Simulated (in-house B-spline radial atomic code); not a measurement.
A fraction x of an electron is added to 4s in K, starting from [Ar] 4s1 and keeping the highest spin. Level of theory: scalar-relativistic (X2C) PBEsol, spin-polarised, spherical fractional occupations, Fermi nucleus of rms radius 3.4349 fm; calculated with a radial B-spline atomic code at the basis-set limit.

```tsv
x	E(x) - E(0) (eV)	4s down level (eV)
0	0.0000	-
0.1	-0.1699	-1.578
0.2	?	?
0.3	-0.4256	-0.990
0.4	?	?
0.5	-0.5686	-0.444
0.6	-0.5999	-0.183
```

(1) What belongs in the row x = 0.2?

(2) What belongs in the row x = 0.4?

(3) Up to what added charge does this functional bind the extra electron?

## Answers

(1) An energy change of -0.3124 eV; 4s down at -1.276 eV.

(2) An energy change of -0.5108 eV; 4s down at -0.714 eV.

(3) The highest level rises by about 2.6 eV per electron near x = 0.6 and would reach zero near x = 0.67, so a whole extra electron isn't bound at the basis-set limit.
